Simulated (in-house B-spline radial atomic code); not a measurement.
Inner levels of molybdenum as electrons are removed. A shift is the extra binding of the orbital against the neutral atom ([Kr] 4d5 5s1). The density at the nucleus is averaged over the nuclear charge. Computed with an all-electron radial atomic-structure program (B-spline basis): Dirac-Hartree-Fock, average of the configuration, finite nuclei.

```tsv
ion	configuration	shift of 4s1/2 (eV)	shift of 2s1/2 (eV)	shift of 4d5/2 (eV)	radius of 4s1/2 (bohr)	radius of 2s1/2 (bohr)	radius of 4d5/2 (bohr)	Σ<r²> (bohr²)	change of density at nucleus (bohr⁻³)
Mo	[Kr] 4d5 5s1	0	0	0	1.1166	0.15305	1.9434	58.305	-
Mo+	[Kr] 4d5	6.7085	6.6864	6.8723	1.1182	0.15305	1.8754	38.628	-8.3007
Mo2+	[Kr] 4d4	18.527	18.864	18.122	1.1124	0.15305	1.722	31.124	-5.7504
Mo3+	[Kr] 4d3	32.114	33.297	30.862	1.104	0.15305	1.6117	25.856	-1.4927
Mo4+	[Kr] 4d2	47.072	49.64	44.819	1.0939	0.15305	1.5258	21.776	4.3661
Mo5+	[Kr] 4d1	63.169	67.693	59.835	1.0826	0.15305	1.4554	18.438	11.726
```
